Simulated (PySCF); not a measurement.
PBE on Cu- (copper, charge -1), [Ar] 3d10 4s2, closed-shell 1S. Calculation: PySCF 2.14, in aug-cc-pVTZ-PP with one added diffuse shell each of s, p, d, f, g type with ECP10MDF (7s7p6d4f3g, 113 functions); a scalar-relativistic core potential.

```
cycle= 1 E= -197.168083181013  delta_E= 0.141  |g|=    1  |ddm|= 0.813
cycle= 2 E= -196.034196893904  delta_E= 1.13  |g|=  2.9  |ddm|= 1.15
cycle= 3 E= -197.29765695083  delta_E= -1.26  |g|= 0.497  |ddm|= 0.737
cycle= 4 E= -197.343647968042  delta_E= -0.046  |g|= 0.198  |ddm|= 0.595
cycle= 5 E= -197.355111803213  delta_E= -0.0115  |g|= 0.0622  |ddm|= 0.448
cycle= 6 E= -197.357243770882  delta_E= -0.00213  |g|= 0.000554  |ddm|= 0.131
cycle= 7 E= -197.357245056215  delta_E= -1.29e-06  |g|= 0.000712  |ddm|= 0.0149
cycle= 8 E= -197.357245161638  delta_E= -1.05e-07  |g|= 0.000172  |ddm|= 0.00113
cycle= 9 E= -197.357245169288  delta_E= -7.65e-09  |g|= 1.59e-06  |ddm|= 0.000343
cycle= 10 E= -197.357245169291  delta_E= -2.36e-12  |g|= 8.59e-08  |ddm|= 4.34e-06
converged SCF energy = -197.357245169291  <S^2> = 2.8421709e-14  2S+1 = 1
```

Highest occupied orbital energy: 1.204 eV; ⟨L²⟩ = 0.00; populations by l: s 4.00, p 6.00, d 10.00, f 0.00.

Task: Can this result be used?

Result: With care. Self-consistency was reached. Energies and moments cover only the electrons outside the core potential. At PBE the highest occupied level has a positive energy, so only the finite basis holds that electron; in a semilocal or global hybrid functional this comes from self-interaction and does not mean that the real anion is unbound.
